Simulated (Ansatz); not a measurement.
Reaction (cleavage of the Al–B bond): `O[B](F)[AlH][F]` + `N[SiH3]` → `[F][AlH][NH][SiH3]` + `OBF`

Calculated with Ansatz (gas phase, PBE0-D4/def2-TZVP geometries, no zero-point term in ΔE). CCSD(T)/CBS adds triple-zeta CCSD(T) − MP2 to the extrapolated MP2 energy (def2 sets, frozen cores). This one scheme is used for every species. DFT in def2-TZVPP. B3LYP here is the variant with VWN-RPA as its local correlation; programs differ in this. HSE06 is defined as in plane-wave codes. One conformer a species, not always the lowest.

`O[B](F)[AlH][F]`:

Cartesian coordinates in Å:
```
O 1.556 0.684 0.704
B 0.681 -0.342 0.626
F 0.984 -1.410 1.360
Al -1.087 -0.261 -0.599
F -1.193 1.192 -1.397
H 1.308 1.438 0.164
H -2.248 -1.301 -0.858
```

`N[SiH3]`:

```xyz
7

N     0.455   -0.685    0.679
Si   -0.247    0.353   -0.499
H    -0.141   -1.225    1.285
H     1.287   -0.394    1.167
H    -1.271   -0.427   -1.242
H    -0.917    1.580    0.026
H     0.834    0.798   -1.417
```

`[F][AlH][NH][SiH3]`:

```xyz
9

F     2.199    0.196    2.277
Al    1.131    0.706    1.127
N     0.212   -0.541    0.269
Si   -0.963   -0.336   -0.981
H     0.968    2.237    0.838
H     0.392   -1.501    0.535
H    -0.563   -1.013   -2.245
H    -1.080    1.125   -1.229
H    -2.297   -0.872   -0.592
```

`OBF`:

Cartesian coordinates in Å:
```
O -0.447 0.685 -0.583
B 0.089 -0.062 0.398
F 0.670 -1.227 0.115
H -0.358 0.289 -1.457
H 0.046 0.315 1.528
```

```csv
level,ΔE (kJ/mol),difference from CCSD(T)/CBS
r2SCAN-D4,-142.5,2.0
r2SCANh-D4,-143.7,0.8
ωB97M-V,-142.5,2.0
PBE-QIDH,-143.7,0.8
B3LYP,-138.7,5.8
r2SCAN0,-144.8,-0.3
HSE06,-131.3,13.2
CAM-B3LYP,-141.8,2.7
HF/def2-TZVPP,-153.9,-9.4
CCSD/def2-TZVPP,-146.8,-2.3
CCSD(T)/CBS,-144.5,0
```

Question: What do rigid-rotor, harmonic-oscillator terms from PBE0-D4/def2-TZVP frequencies (298.15 K, 1 bar) make of the CCSD(T)/CBS value? (An estimate is asked.)

Answer: Computed: ΔZPE = -1.1 kJ/mol, ΔH = -147.2 kJ/mol, ΔS = -12 J/(mol·K), ΔG = -143.7 kJ/mol.

Largest T1 diagnostic among the species: 0.014.

From BLYP to BHLYP (50 % exact exchange), in def2-TZVPP and without D4, ΔE moves by −13.7 kJ/mol. At CCSD(T), def2-SVP lies −9.9 kJ/mol from the extrapolated value and def2-TZVPP −1.3 kJ/mol. Leaving LDA and LC-ωPBE aside and taking each functional with its dispersion term where it has one, the values, not all of them listed here, spread over 24.2 kJ/mol, from BHLYP-D4 to revPBE-D4. LDA lies −4.3 kJ/mol from PBE without D4.
